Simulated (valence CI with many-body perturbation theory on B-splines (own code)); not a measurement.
# E1 line list for Ho⁵²⁺

Computed by configuration interaction combined with many-body perturbation theory (CI+MBPT): five valence electrons over a frozen Dirac-Fock core [Ne], a basis of 11 s, 11 p, 10 d, 8 f, 5 g, 2 h functions for each j, with the one-electron correlation potential Σ1, the two-electron term Σ2, the three-electron term Σ3, Breit, model QED; selected CI, second order for the rest, scaled by the run's own slope (own B-spline code, finite nucleus).

No measured spectrum was set against this ion. As an estimate, large intervals hold to a few tenths of a per cent, small ones and those within an open d or f shell to about a per cent. Among the levels kept, up to 3200 cm⁻¹ of a level comes from second order outside the variational space, and about a tenth of that is noise between levels of different J, which matters for small intervals.

Lines 1 to 50 of 570 in falling wavelength, among levels below 986.23 eV, chosen from the strongest by gf and those to the six lowest levels. Wavelengths and rates use the calculated energies. Electric multipoles are in the length gauge, E1 and E2 with the static RPA response of the core. Weak lines are less certain than strong ones. Lines between different terms over intervals too small for the method are left out, as are lines whose strength nearly cancels. The highest levels of a list are the least certain.

Levels are named by their leading jj configuration (3d3/2^4 stands for four electrons in 3d with j = 3/2), which in mixed levels can hold well under half, so a name can repeat and another be missing. Letters in brackets count levels of one name in rising energy.

```csv
λ vac (nm),Upper,Lower,A (s⁻¹),log gf,Branch %
28.29,(3s^2 3p1/2^2 3d5/2) J=5/2,(3s^2 3p1/2 3p3/2^2) J=5/2,3.16e+06,-3.64,0.0
11.85,(3s 3p1/2 3p3/2 3d3/2^2) J=9/2,(3s^2 3p3/2 3d3/2^2) J=7/2,3.35e+09,-1.15,1.1
11.24,(3s 3p1/2^2 3d3/2^2) J=5/2,(3s^2 3p1/2 3d3/2^2) J=3/2,4.41e+09,-1.30,7.7
10.47,(3s 3p1/2^2 3p3/2 3d3/2) J=7/2,(3s^2 3p1/2 3p3/2 3d3/2) J=5/2 [b],5.34e+09,-1.15,19.2
9.946,(3s 3p1/2^2 3d3/2 3d5/2) J=9/2,(3s^2 3p1/2 3d3/2 3d5/2) J=7/2 [b],1.05e+10,-0.81,4.3
9.687,(3s 3p1/2 3p3/2^2 3d3/2) J=9/2,(3s^2 3p3/2^2 3d3/2) J=7/2,8.13e+09,-0.94,2.1
9.451,(3p1/2^2 3p3/2^2 3d3/2) J=7/2,(3s 3p1/2 3p3/2^2 3d3/2) J=5/2 [e],4.42e+09,-1.32,0.4
9.447,(3s 3p1/2^2 3d3/2^2) J=1/2,(3s^2 3p1/2 3d3/2^2) J=1/2,1.75e+10,-1.33,25.3
9.225,(3s 3p1/2 3p3/2^2 3d3/2) J=5/2 [c],(3s^2 3p3/2^2 3d3/2) J=3/2 [b],5.73e+09,-1.36,0.5
9.137,(3s 3p1/2^2 3p3/2 3d5/2) J=9/2,(3s^2 3p1/2 3p3/2 3d5/2) J=9/2,7.73e+09,-1.01,28.4
9.111,(3s 3p1/2^2 3p3/2 3d5/2) J=7/2 [a],(3s^2 3p1/2 3p3/2 3d5/2) J=5/2 [b],7.26e+09,-1.14,3.3
9.102,(3s 3p1/2^2 3p3/2 3d5/2) J=7/2 [a],(3s^2 3p1/2 3p3/2 3d5/2) J=7/2 [b],4.94e+09,-1.31,2.3
8.934,(3s 3p1/2^2 3p3/2^2) J=5/2,(3s^2 3p1/2 3p3/2^2) J=5/2,7.11e+09,-1.29,3.9
8.753,(3s 3p1/2^2 3d3/2^2) J=3/2,(3s^2 3p1/2 3d3/2^2) J=5/2,1.33e+10,-1.22,23.6
8.699,(3s 3p1/2 3p3/2^2 3d5/2) J=11/2,(3s^2 3p3/2^2 3d5/2) J=9/2,1.56e+10,-0.67,9.0
8.619,(3s 3p1/2 3p3/2^2 3d5/2) J=7/2 [e],(3s^2 3p3/2^2 3d5/2) J=5/2 [b],1.03e+10,-1.04,0.8
8.591,(3s 3p1/2^2 3p3/2 3d3/2) J=7/2,(3s^2 3p1/2 3p3/2 3d3/2) J=7/2,1.00e+10,-1.05,35.9
8.575,(3s 3p1/2^2 3d3/2 3d5/2) J=7/2 [a],(3s^2 3p1/2 3d3/2 3d5/2) J=5/2 [a],8.76e+09,-1.11,5.2
8.511,(3s 3p1/2^2 3d5/2^2) J=9/2,(3s^2 3p1/2 3d5/2^2) J=9/2,1.28e+10,-0.86,4.4
8.462,(3s 3p1/2^2 3p3/2 3d3/2) J=5/2 [a],(3s^2 3p1/2 3p3/2 3d3/2) J=5/2 [a],1.03e+10,-1.18,34.6
8.451,(3p1/2^2 3p3/2^2 3d3/2) J=7/2,(3s 3p1/2 3p3/2^2 3d5/2) J=7/2 [a],6.43e+09,-1.26,0.6
8.440,(3s 3p1/2^2 3d5/2^2) J=9/2,(3s^2 3p1/2 3d5/2^2) J=7/2,2.52e+10,-0.57,8.6
8.424,(3s 3p1/2^2 3p3/2 3d5/2) J=9/2,(3s^2 3p1/2 3p3/2 3d5/2) J=7/2 [a],1.94e+10,-0.69,71.2
8.422,(3s 3p1/2 3p3/2^2 3d5/2) J=9/2 [b],(3s^2 3p3/2^2 3d5/2) J=7/2,1.54e+10,-0.78,5.2
8.376,(3s 3p1/2^2 3d3/2 3d5/2) J=7/2 [a],(3s^2 3p1/2 3d3/2 3d5/2) J=7/2 [a],1.48e+10,-0.90,8.7
8.374,(3s 3p1/2^2 3d3/2 3d5/2) J=3/2 [a],(3s^2 3p1/2 3d3/2 3d5/2) J=1/2,1.17e+10,-1.31,5.6
8.362,(3s 3p1/2^2 3d5/2^2) J=5/2,(3s^2 3p1/2 3d5/2^2) J=5/2,1.66e+10,-0.98,4.6
8.357,(3s 3p1/2^2 3d5/2^2) J=5/2,(3s^2 3p1/2 3d5/2^2) J=3/2,1.79e+10,-0.95,5.0
8.353,(3s 3p1/2^2 3p3/2 3d5/2) J=5/2 [a],(3s^2 3p1/2 3p3/2 3d5/2) J=5/2 [a],1.22e+10,-1.12,5.0
8.307,(3s 3p1/2^2 3d3/2 3d5/2) J=3/2 [a],(3s^2 3p1/2 3d3/2 3d5/2) J=3/2 [a],1.14e+10,-1.33,5.4
8.300,(3s 3p1/2^2 3p3/2^2) J=5/2,(3s^2 3p1/2 3p3/2^2) J=3/2,1.14e+10,-1.15,6.3
8.284,(3s 3p1/2^2 3d3/2 3d5/2) J=5/2 [a],(3s^2 3p1/2 3d3/2 3d5/2) J=5/2 [a],1.14e+10,-1.15,6.0
8.243,(3s 3p1/2 3p3/2^3) J=5/2,(3s^2 3p3/2^3) J=3/2,1.21e+10,-1.13,2.1
8.238,(3s 3p1/2^2 3d3/2^2) J=5/2,(3s^2 3p1/2 3d3/2^2) J=5/2,1.51e+10,-1.03,26.3
8.197,(3s 3p1/2^2 3p3/2 3d5/2) J=7/2 [b],(3s^2 3p1/2 3p3/2 3d5/2) J=5/2 [b],6.96e+09,-1.25,1.2
8.182,(3p1/2^2 3p3/2^2 3d3/2) J=7/2,(3s 3p1/2 3p3/2^2 3d3/2) J=7/2 [c],1.07e+10,-1.07,1.0
8.155,(3s 3p1/2^2 3p3/2 3d5/2) J=5/2 [a],(3s^2 3p1/2 3p3/2 3d5/2) J=3/2 [a],1.67e+10,-1.00,6.8
8.122,(3s 3p1/2^2 3d3/2 3d5/2) J=9/2,(3s^2 3p1/2 3d3/2 3d5/2) J=9/2,1.54e+10,-0.82,6.4
8.117,(3s 3p1/2^2 3p3/2^2) J=1/2,(3s^2 3p1/2 3p3/2^2) J=1/2,2.48e+10,-1.31,7.4
8.098,(3s 3p1/2^2 3d3/2 3d5/2) J=5/2 [a],(3s^2 3p1/2 3d3/2 3d5/2) J=7/2 [a],1.12e+10,-1.18,5.9
8.074,(3s 3p1/2 3p3/2^2 3d3/2) J=5/2 [c],(3s^2 3p3/2^2 3d3/2) J=5/2,7.75e+09,-1.34,0.6
8.063,(3s 3p1/2^2 3p3/2 3d5/2) J=3/2 [b],(3s^2 3p1/2 3p3/2 3d5/2) J=1/2,1.42e+10,-1.26,1.8
8.042,(3s 3p1/2^2 3d5/2^2) J=1/2,(3s^2 3p1/2 3d5/2^2) J=1/2,3.97e+10,-1.11,9.3
8.037,(3s 3p1/2 3p3/2^2 3d3/2) J=7/2 [c],(3s^2 3p3/2^2 3d3/2) J=7/2,9.60e+09,-1.13,0.8
7.973,(3s 3p1/2 3p3/2^2 3d5/2) J=3/2 [a],(3s^2 3p3/2^2 3d5/2) J=1/2,1.25e+10,-1.32,1.8
7.908,(3s 3p1/2 3p3/2^2 3d5/2) J=5/2 [d],(3s^2 3p3/2^2 3d5/2) J=5/2 [a],9.18e+09,-1.29,1.6
7.893,(3s 3p1/2^2 3p3/2 3d5/2) J=3/2 [b],(3s^2 3p1/2 3p3/2 3d5/2) J=3/2 [b],1.76e+10,-1.18,2.2
7.887,(3s 3p1/2^2 3p3/2 3d5/2) J=3/2 [a],(3s^2 3p1/2 3p3/2 3d5/2) J=5/2 [a],1.94e+10,-1.14,11.3
7.870,(3s 3p1/2 3p3/2^2 3d5/2) J=7/2 [d],(3s^2 3p3/2^2 3d5/2) J=5/2 [a],1.57e+10,-0.93,1.1
7.858,(3s 3p1/2^2 3d3/2 3d5/2) J=5/2 [b],(3s^2 3p1/2 3d3/2 3d5/2) J=3/2 [a],8.41e+09,-1.33,3.8
```

(1) How does gf follow from A for the line at 8.117 nm?

Results:

(1) gf = 1.4992 × (2J+1)_upper × A / σ², with σ = 1232032 cm⁻¹ and 2J+1 = 2: gf = 0.0489.
